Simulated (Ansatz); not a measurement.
Calculated with Ansatz (gas phase, PBE0-D4/def2-TZVP geometries, no zero-point term in ΔE). CCSD(T)/CBS adds triple-zeta CCSD(T) − MP2 to the extrapolated MP2 energy (def2 sets, frozen cores). This one scheme is used for every species. Functionals use def2-TZVPP. One conformer a species, not always the lowest.

Consider the isomerisation: `CB(N)O` → `BOCN`.

(1) Is it downhill or uphill in electronic energy at CCSD(T)/CBS, and by how much? (Estimate.)

(2) What do these levels give: LDA (SPW92), PBE, BLYP, HF/def2-TZVPP, CCSD(T)/def2-TZVPP, HF/def2-QZVPP? (Estimate.)

(3) What do rigid-rotor, harmonic-oscillator terms from PBE0-D4/def2-TZVP frequencies (298.15 K, 1 bar) make of the CCSD(T)/CBS value? (Best estimate.)

Largest T1 diagnostic among the species: 0.013.

## Answers

(1) Ansatz gave: Uphill: ΔE = +251.0 kJ/mol.

(2) Computed: LDA (SPW92) 251.6, PBE 244.0, BLYP 236.9, HF/def2-TZVPP 240.0, CCSD(T)/def2-TZVPP 246.8, HF/def2-QZVPP 239.9 kJ/mol.

(3) Computed: ΔZPE = -2.7 kJ/mol, ΔH = +247.1 kJ/mol, ΔS = -7 J/(mol·K), ΔG = +249.2 kJ/mol.

Leaving LDA and LC-ωPBE aside and taking each functional with its dispersion term where it has one, the values, not all of them listed here, spread over 19.5 kJ/mol, from BLYP-D4 to B97M-V. LDA lies +7.6 kJ/mol from PBE without D4. From r2SCAN to r2SCAN0 (25 % exact exchange), in def2-TZVPP and without D4, ΔE moves by +3.4 kJ/mol.
